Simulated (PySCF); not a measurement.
PySCF job for C2H4N2OSi, SMILES O[SiH]1N=CC=N1, PBE-D3(BJ)/def2-SVP. Geometry optimised at PBE-D3(BJ)/def2-SVP. This is a generated structure with no PubChem entry under its InChIKey; it may be hypothetical. The values are those of a single conformer.

```python
import numpy as np
from pyscf import gto, scf, dft, df
from pyscf.hessian import thermo

mol = gto.M(
    atom='''
    O     2.09012383   -0.50788899   -0.00000000
    Si    0.70563099    0.41490790    0.00000000
    N    -0.43976307    0.07280895    1.36240183
    C    -1.54912971   -0.19152141    0.76812529
    C    -1.54912971   -0.19152141   -0.76812530
    N    -0.43976306    0.07280895   -1.36240183
    H     1.96710854   -1.47317488   -0.00000000
    H     1.15187325    1.83662329    0.00000000
    H    -2.48628339   -0.41505772    1.32715342
    H    -2.48628338   -0.41505772   -1.32715344
    ''',
    basis='def2-SVP',
    charge=0,
    spin=0,
    max_memory=1600,
    verbose=3,
)
mf = dft.RKS(mol, xc='pbe').density_fit(auxbasis='def2-universal-jkfit')
mf.disp = 'd3bj'
mf.grids.level = 3
mf.conv_tol = 1e-11
mf.max_cycle = 100
mf.kernel()

# [left out here: the lines that compute and print the analytic Hessian (its translational invariance restored by hand, since the grid's response is missing), thermochemistry and intensities]
```

Output:

```
converged SCF energy = -552.139804159753

WARN: DFTD3 does not support analytical Hessian, using finite difference


WARN: Mole.unit (angstrom) is changed to Bohr

Mode                                 0                   1                   2
Irrep
Freq [cm^-1]                      144.3298            169.0546            288.8068
Reduced mass [au]                   4.2002              1.4859              2.4285
Force const [Dyne/A]                0.0516              0.0250              0.1193
Char temp [K]                     207.6584            243.2319            415.5287
Normal mode                   x     y     z       x     y     z       x     y     z
       0   O                 0.10  0.10  0.00   -0.00 -0.00  0.07    0.00 -0.00  0.16
       1  Si                -0.01 -0.07 -0.00    0.00  0.00 -0.05    0.00  0.00 -0.05
       2   N                -0.01 -0.07  0.00    0.05 -0.04 -0.02    0.05 -0.01 -0.03
       3   C                -0.05  0.08 -0.00    0.03 -0.04  0.01    0.03 -0.04  0.02
       4   C                -0.05  0.08  0.00   -0.03  0.04  0.01   -0.03  0.04  0.02
       5   N                -0.01 -0.07 -0.00   -0.05  0.04 -0.02   -0.05  0.01 -0.03
       6   H                 0.24  0.08  0.00   -0.00 -0.00  0.77    0.00 -0.00 -0.58
       7   H                -0.15 -0.03 -0.00    0.00  0.00 -0.15    0.00 -0.00 -0.06
       8   H                -0.08  0.21 -0.00    0.06 -0.10  0.04    0.07 -0.11  0.04
       9   H                -0.08  0.21  0.00   -0.06  0.10  0.04   -0.07  0.11  0.04
Mode                                 3                   4                   5
Irrep
Freq [cm^-1]                      405.2232            457.9662            506.5096
Reduced mass [au]                   6.6647              2.4161              8.6931
Force const [Dyne/A]                0.6448              0.2986              1.3140
Char temp [K]                     583.0259            658.9114            728.7546
Normal mode                   x     y     z       x     y     z       x     y     z
       0   O                -0.10  0.00  0.00   -0.00  0.00 -0.04    0.04 -0.03 -0.00
       1  Si                -0.04  0.05 -0.00    0.00  0.00  0.01    0.09  0.08  0.00
       2   N                 0.07 -0.11  0.02   -0.05  0.09  0.02   -0.03 -0.07 -0.08
       3   C                 0.04  0.05  0.00    0.01 -0.11 -0.00   -0.08  0.00 -0.01
       4   C                 0.04  0.05 -0.00   -0.01  0.11 -0.00   -0.08  0.00  0.01
       5   N                 0.07 -0.11 -0.02    0.05 -0.09  0.02   -0.03 -0.07  0.08
       6   H                -0.22  0.02 -0.00   -0.00  0.00 -0.00   -0.14 -0.01  0.00
       7   H                -0.14  0.09  0.00   -0.00  0.00 -0.20    0.17  0.05  0.00
       8   H                 0.03  0.07 -0.01    0.07 -0.40 -0.02   -0.04 -0.04  0.04
       9   H                 0.03  0.07  0.01   -0.07  0.40 -0.02   -0.04 -0.04 -0.04
Mode                                 6                   7                   8
Irrep
Freq [cm^-1]                      617.3952            688.0127            714.1774
Reduced mass [au]                   7.8228              7.5927              1.2462
Force const [Dyne/A]                1.7569              2.1176              0.3745
Char temp [K]                     888.2942            989.8972           1027.5422
Normal mode                   x     y     z       x     y     z       x     y     z
       0   O                 0.00 -0.00  0.01   -0.05  0.02 -0.00    0.00 -0.00  0.00
       1  Si                 0.00  0.00 -0.11   -0.03 -0.04 -0.00    0.00  0.00 -0.05
       2   N                -0.08 -0.05  0.08    0.06  0.03 -0.16   -0.02  0.03 -0.03
       3   C                -0.07 -0.00  0.05   -0.00 -0.01 -0.00   -0.02 -0.03  0.04
       4   C                 0.07  0.00  0.05   -0.00 -0.01  0.00    0.02  0.03  0.04
       5   N                 0.08  0.05  0.08    0.06  0.03  0.16    0.02 -0.03 -0.03
       6   H                -0.00  0.00 -0.03    0.10  0.01  0.00   -0.00 -0.00  0.10
       7   H                 0.00  0.00 -0.18   -0.14 -0.01  0.00    0.00 -0.00  0.88
       8   H                -0.13  0.02 -0.04    0.06  0.04  0.12   -0.02 -0.06  0.04
       9   H                 0.13 -0.02 -0.04    0.06  0.04 -0.12    0.02  0.06  0.04
Mode                                 9                  10                  11
Irrep
Freq [cm^-1]                      740.9215            828.9134            846.1472
Reduced mass [au]                   1.1887              2.4035              1.6729
Force const [Dyne/A]                0.3845              0.9730              0.7057
Char temp [K]                    1066.0211           1192.6219           1217.4174
Normal mode                   x     y     z       x     y     z       x     y     z
       0   O                 0.08 -0.03  0.00    0.06  0.01 -0.00   -0.07  0.01 -0.00
       1  Si                 0.00 -0.00  0.00   -0.04 -0.01  0.00    0.05  0.02  0.00
       2   N                -0.01  0.02 -0.01    0.03  0.01  0.01   -0.00  0.00  0.02
       3   C                 0.01 -0.03 -0.01   -0.04  0.01  0.14   -0.01 -0.07  0.07
       4   C                 0.01 -0.03  0.01   -0.04  0.01 -0.14   -0.01 -0.07 -0.07
       5   N                -0.01  0.02  0.01    0.03  0.01 -0.01   -0.00  0.00 -0.02
       6   H                -0.59  0.04 -0.00   -0.31  0.04 -0.00    0.29 -0.02  0.00
       7   H                -0.59  0.19  0.00    0.21 -0.08 -0.00   -0.03  0.04 -0.00
       8   H                -0.05  0.21 -0.01    0.09 -0.11  0.30   -0.10  0.46  0.14
       9   H                -0.05  0.21  0.01    0.09 -0.11 -0.30   -0.10  0.46 -0.14
Mode                                12                  13                  14
Irrep
Freq [cm^-1]                      868.2301            881.5105            927.8104
Reduced mass [au]                   1.2212              5.2336              4.1478
Force const [Dyne/A]                0.5424              2.3961              2.1037
Char temp [K]                    1249.1898           1268.2973           1334.9126
Normal mode                   x     y     z       x     y     z       x     y     z
       0   O                -0.00  0.06  0.00   -0.00 -0.00  0.01    0.11 -0.10 -0.00
       1  Si                -0.02 -0.02 -0.00    0.00  0.00 -0.04   -0.10  0.07 -0.00
       2   N                -0.00 -0.00 -0.02    0.02  0.01  0.12    0.01 -0.01 -0.02
       3   C                 0.02 -0.03 -0.05    0.10  0.02 -0.09    0.01 -0.02 -0.01
       4   C                 0.02 -0.03  0.05   -0.10 -0.02 -0.09    0.01 -0.02  0.01
       5   N                -0.00 -0.00  0.02   -0.02 -0.01  0.12    0.01 -0.01  0.02
       6   H                -0.44  0.11 -0.00    0.00 -0.00  0.01    0.32 -0.12  0.00
       7   H                 0.61 -0.22  0.00   -0.00  0.00  0.26    0.13 -0.01  0.00
       8   H                -0.07  0.27 -0.09    0.06  0.02 -0.16   -0.03  0.18 -0.01
       9   H                -0.07  0.27  0.09   -0.06 -0.02 -0.16   -0.03  0.18  0.01
Mode                                15                  16                  17
Irrep
Freq [cm^-1]                      980.5688           1264.9819           1283.6084
Reduced mass [au]                   1.6621              1.1890              1.3098
Force const [Dyne/A]                0.9416              1.1210              1.2715
Char temp [K]                    1410.8201           1820.0273           1846.8268
Normal mode                   x     y     z       x     y     z       x     y     z
       0   O                -0.00  0.00 -0.00   -0.00  0.00  0.00   -0.00  0.00 -0.00
       1  Si                 0.00  0.00 -0.00    0.00 -0.00 -0.01   -0.00 -0.00  0.00
       2   N                 0.01 -0.02  0.00   -0.06 -0.01  0.01   -0.04 -0.01  0.02
       3   C                -0.03  0.13 -0.00    0.01  0.00 -0.05    0.02  0.00 -0.09
       4   C                 0.03 -0.13 -0.00   -0.01 -0.00 -0.05    0.02  0.00  0.09
       5   N                -0.01  0.02  0.00    0.06  0.01  0.01   -0.04 -0.01 -0.02
       6   H                 0.00  0.00  0.00   -0.00  0.00 -0.00   -0.00  0.00  0.00
       7   H                 0.00 -0.00  0.05    0.00  0.00  0.02    0.01  0.00 -0.00
       8   H                 0.13 -0.52 -0.00    0.34  0.08  0.54    0.36  0.09  0.48
       9   H                -0.13  0.52 -0.00   -0.34 -0.08  0.54    0.36  0.09 -0.48
Mode                                18                  19                  20
Irrep
Freq [cm^-1]                     1578.0726           1643.1155           2240.4669
Reduced mass [au]                  11.0866              8.7046              1.0422
Force const [Dyne/A]               16.2668             13.8464              3.0822
Char temp [K]                    2270.4950           2364.0773           3223.5331
Normal mode                   x     y     z       x     y     z       x     y     z
       0   O                -0.00  0.00 -0.00    0.00  0.00 -0.00   -0.00 -0.00  0.00
       1  Si                -0.00 -0.00  0.00   -0.00  0.00  0.00   -0.01 -0.03  0.00
       2   N                 0.11  0.03  0.05   -0.10 -0.02 -0.05   -0.00 -0.00 -0.00
       3   C                -0.13 -0.03 -0.08    0.13  0.03  0.07    0.00 -0.00  0.00
       4   C                -0.13 -0.03  0.08   -0.13 -0.03  0.07    0.00 -0.00 -0.00
       5   N                 0.11  0.03 -0.05    0.10  0.02 -0.05   -0.00 -0.00  0.00
       6   H                 0.00  0.00 -0.00   -0.00 -0.00  0.00   -0.00 -0.00 -0.00
       7   H                 0.01  0.00 -0.00   -0.00 -0.00 -0.03    0.29  0.93 -0.00
       8   H                -0.05 -0.01  0.06    0.03  0.01 -0.14    0.00  0.00 -0.00
       9   H                -0.05 -0.01 -0.06   -0.03 -0.01 -0.14    0.00  0.00  0.00
Mode                                21                  22                  23
Irrep
Freq [cm^-1]                     2981.3359           2995.8821           3767.8975
Reduced mass [au]                   1.0899              1.0926              1.0668
Force const [Dyne/A]                5.7079              5.7776              8.9232
Char temp [K]                    4289.4786           4310.4073           5421.1656
Normal mode                   x     y     z       x     y     z       x     y     z
       0   O                -0.00  0.00  0.00   -0.00 -0.00 -0.00    0.00  0.06 -0.00
       1  Si                 0.00 -0.00  0.00    0.00  0.00 -0.00    0.00  0.00 -0.00
       2   N                -0.00 -0.00 -0.00    0.00  0.00  0.00    0.00 -0.00  0.00
       3   C                 0.05  0.01 -0.03   -0.05 -0.01  0.03   -0.00 -0.00 -0.00
       4   C                -0.05 -0.01 -0.03   -0.05 -0.01 -0.03   -0.00 -0.00  0.00
       5   N                 0.00  0.00 -0.00    0.00  0.00 -0.00    0.00 -0.00 -0.00
       6   H                -0.00 -0.00 -0.00    0.00  0.00  0.00   -0.10 -0.96  0.00
       7   H                -0.00  0.00 -0.00   -0.00 -0.00  0.00   -0.00 -0.00  0.00
       8   H                -0.57 -0.14  0.34    0.56  0.13 -0.35    0.00  0.00 -0.00
       9   H                 0.57  0.14  0.34    0.56  0.13  0.35    0.00  0.00  0.00
temperature 298.1500 [K]
pressure 101325.00 [Pa]
Rotational constants [GHz] 5.90150 2.79937 2.15659
Symmetry number 1
Zero-point energy (ZPE) 0.06338 [Eh]   166406.165 [J/mol]
                           tot       elec      trans        rot        vib
Entropy [J/mol/K]       324.750      0.000    166.199    111.308     47.243
Cv [J/mol/K]             93.847      0.000     12.472     12.472     68.904
Cp [J/mol/K]            102.162      0.000     20.786     12.472     68.904
Internal energy [J/mol]                      3718.434   3718.434 175140.238
Internal energy [Eh]   -552.07026  -552.13980
Enthalpy [J/mol]                             6197.391   3718.434 175140.238
Enthalpy [Eh]          -552.06932
Gibbs free energy [J/mol]                  -43354.847 -29468.000 161054.716
Gibbs free energy [Eh] -552.10620
mode   freq/cm-1   IR/(km/mol)
   1      144.33         0.963
   2      169.05        45.878
   3      288.81        73.453
   4      405.22        40.433
   5      457.97         1.279
   6      506.51        36.459
   7      617.40        30.991
   8      688.01        12.637
   9      714.18         8.122
  10      740.92        23.669
  11      828.91       136.834
  12      846.15        60.145
  13      868.23       117.089
  14      881.51       100.174
  15      927.81       125.362
  16      980.57         0.029
  17     1264.98         0.093
  18     1283.61         4.841
  19     1578.07        60.516
  20     1643.12         5.812
  21     2240.47        78.081
  22     2981.34        27.133
  23     2995.88        87.439
  24     3767.90        92.865
max |gradient| / (hartree/bohr): 5.250359421939447e-05
APT charges: [-0.7811  1.4977 -0.6427  0.263   0.263  -0.6427  0.3043 -0.2225 -0.0196
 -0.0196]
```

Self-consistency was reached.
